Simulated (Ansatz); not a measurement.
```yaml
crystal:
  periodic: [false, false, false]
  atoms:
    - {symbol: C, position_ang: [-0.160042, -1.247482, 0.982487]}
    - {symbol: Se, position_ang: [1.402002, -0.434566, 0.112005]}
    - {symbol: Si, position_ang: [0.250514, 1.152784, -0.932244]}
    - {symbol: F, position_ang: [-0.842206, 0.572094, -1.911845]}
    - {symbol: F, position_ang: [1.238905, 2.045374, -1.771342]}
    - {symbol: F, position_ang: [-0.538496, 2.091037, 0.061814]}
    - {symbol: H, position_ang: [0.232097, -2.079007, 1.564246]}
    - {symbol: H, position_ang: [-0.856380, -1.617733, 0.234292]}
    - {symbol: H, position_ang: [-0.637894, -0.528801, 1.643486]}
basis:
  gaussian: {orbitals: def2-TZVPD}
hamiltonian: {xc: {name: SPW92}}
output: {forces: true}
```

```sh
$ ansatz run in.yaml --threads 4 --pin off --events-out ev --progress --plain --max-ram 11315MiB
```

Shortened log:

```
Functional definition: SPW92
1616 factors; their error is unknown
mean field evaluation 1: about -82277.0928 eV, gradient 8.0e1 eV
mean field evaluation 2: about -82249.2449 eV, gradient 1.4e2 eV
mean field evaluation 4: about -82288.3230 eV, gradient 9.7e0 eV
mean field evaluation 8: about -82288.5066 eV, gradient 1.3e-1 eV
mean field evaluation 16: about -82288.4784 eV, gradient 3.0e-3 eV
mean field -82288.47843337 eV, -3024.0458052924 hartree, gradient 3.7e-5 eV, S^2 0.000000; 0 other end points of the search recorded, 0 dependent functions left out
reference -82288.47849943 eV, -3024.0458077199 hartree; 42, 42 occupied and 242, 242 virtual orbitals, 1616 factors
Total energy: -82288.47849943 eV, -3024.0458077199 hartree
Atom 0 at    -0.160042    -1.247482     0.982487 Å, force     0.305511     0.234428    -0.229280 eV/Å
Atom 1 at     1.402002    -0.434566     0.112005 Å, force    -0.167120     0.053216    -0.013686 eV/Å
Atom 2 at     0.250514     1.152784    -0.932244 Å, force     0.100373    -0.175035     0.120101 eV/Å
Atom 3 at    -0.842206     0.572094    -1.911845 Å, force    -0.024761     0.001411    -0.005069 eV/Å
Atom 4 at     1.238905     2.045374    -1.771342 Å, force     0.008481     0.000473    -0.001972 eV/Å
Atom 5 at    -0.538496     2.091037     0.061814 Å, force    -0.022113     0.007262     0.004368 eV/Å
Atom 6 at     0.232097    -2.079007     1.564246 Å, force     0.137805    -0.244047     0.167254 eV/Å
Atom 7 at    -0.856380    -1.617733     0.234292 Å, force    -0.203631    -0.110530    -0.242812 eV/Å
Atom 8 at    -0.637894    -0.528801     1.643486 Å, force    -0.134545     0.232822     0.201097 eV/Å
Dipole moment:    -0.079644    -0.405899     0.325400 e Å
```

It took 2.6 s on 4 threads of an Arm Neoverse V2 on a shared host, with 0.48 GiB of host memory at the peak.
